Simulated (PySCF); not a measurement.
Molecule (SMILES): [C](Cl)Cl (closed-shell singlet).
Geometry (B3LYP-D3(BJ)/def2-TZVP, fixed):
```xyz
3

Cl    -1.4025    -0.2001     0.0210
C     -0.0305     0.8441     0.0088
Cl     1.4133    -0.0978    -0.0241
```
Charge 0, spin multiplicity 1.

Basis-set convergence of the isotropic shielding of Cl1 at PBE with PySCF. GIAO, no density fitting; atoms are numbered in the order shown. All functions are spherical. No added dispersion term, no relativity. Reference: the value in pcSseg-3, -333.16 ppm, itself unsure by roughly 11.68 ppm (its mean distance from pcseg-3, pcSseg-2). Deviations are taken from unrounded values. Cost is core time over that of 6-31G**, rough, on shared machines of one kind; a dash marks a row that isn't timed (too short, read off another run, short of memory, by another algorithm or on other hardware).

| basis | functions | isotropic shielding of Cl1 (ppm) | minus reference (ppm) | cost |
|---|---|---|---|---|
| STO-3G | 23 | 324.99 | 658.16 | - |
| 3-21G | 35 | -260.19 | 72.97 | - |
| 6-31G | 35 | -342.83 | -9.67 | - |
| 6-31G** | 50 | -249.63 | 83.53 | 1× |
| 6-311G** | 70 | -254.16 | 79.00 | 1× |
| def2-SVPD | 74 | -230.18 | 102.98 | 1× |
| aug-cc-pV(D+d)Z | 87 | -238.99 | 94.18 | 2× |
| def2-TZVPP | 115 | -362.68 | -29.51 | 3× |
| pcSseg-2 | 122 | -318.00 | 15.17 | 4× |
| def2-TZVPPD | 139 | -366.40 | -33.24 | 5× |
| cc-pV(Q+d)Z | 183 | -264.96 | 68.21 | 20× |
| def2-QZVPP | 197 | -325.12 | 8.05 | 10× |
| def2-QZVPPD | 221 | -326.18 | 6.98 | 20× |
